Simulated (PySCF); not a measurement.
Cartesian coordinates in Å; atom numbers follow the order of the lines, from 1:
```xyz
21

B    -0.3426    0.9948   -1.8910
O    -0.3912    0.0511   -0.5823
C    -1.5871   -0.6963   -0.2938
C    -1.4613   -1.0229    1.1805
C    -0.7397    0.2116    1.7111
C     0.2849    0.4846    0.6275
O     1.4127   -0.2674    0.8135
Si    2.7620   -0.2841   -0.2079
H    -0.7649    0.2809   -2.7855
H    -1.0611    1.9527   -1.6226
H     0.8434    1.2770   -1.9943
H    -1.6092   -1.5637   -0.9657
H    -2.4482   -0.0450   -0.5144
H    -2.4375   -1.1973    1.6527
H    -0.8374   -1.9170    1.3275
H    -1.4308    1.0658    1.7801
H    -0.2502    0.0693    2.6826
H     0.5146    1.5507    0.4669
H     3.7968   -1.0070    0.5805
H     2.4746   -1.0191   -1.4689
H     3.1979    1.1144   -0.4855
```

Geometry: PBE0-D3(BJ)/def2-SVP; GIAO shifts from PySCF 2.14.0 with density-fitted response routines, gas phase, non-relativistic, averaged over equivalent atoms.

At KT2/pcSseg-1 (208 basis functions, 41 s wall time on 1 thread of an Intel Xeon 6975P-C, shared host):
```csv
atoms,δ (ppm)
B1,-4.2
O2,108.8
O7,89.6
C6,111.9
C3,77.7
C5,36.2
C4,27.9
Si8,-25.5
H18,5.35
H19/H20/H21,5.10
H12,4.27
H13,3.50
H9/H10/H11,3.21
H15,2.26
H17,1.92
H14,1.74
H16,1.70
```

Chemical shifts δ = σref − σ; 11B (99.90 ppm) vs BF3·OEt2; 17O (330.66 ppm) against H2O; 13C (183.22 ppm) and 29Si (361.05 ppm) and 1H (31.18 ppm) vs TMS, all at this level.

**Question.** Predict the values at PBE0/pcSseg-1 on the same geometry.

**Answer.** 
```tsv
atoms	δ at PBE0/pcSseg-1	change
B1	-4.6	-0.4
O2	98.1	-10.7
O7	79.9	-9.7
C6	110.4	-1.5
C3	77.0	-0.7
C5	35.5	-0.7
C4	26.6	-1.3
Si8	-26.3	-0.8
H18	5.19	-0.16
H19/H20/H21	4.96	-0.14
H12	4.18	-0.09
H13	3.51	+0.01
H9/H10/H11	3.04	-0.17
H15	2.26	+0.00
H17	1.87	-0.05
H14	1.67	-0.07
H16	1.69	-0.01
```

References, each an isolated molecule treated in the same way: 11B (σref 100.73) against BF3·OEt2; 17O (σref 334.56) vs H2O; 13C (σref 184.41) and 29Si (σref 351.99) and 1H (σref 31.27) vs TMS.

The largest change is at O2 (donor oxygen of a Lewis adduct). Cost: 208 basis functions, 32 s wall time on 1 thread of an Intel Xeon 6975P-C, shared host. The order of the carbon signals is the same at both levels.

Experimental scales use liquid or dissolved standards, which lie at an offset from isolated H2O (liquid H2O: subtract about 36 ppm).
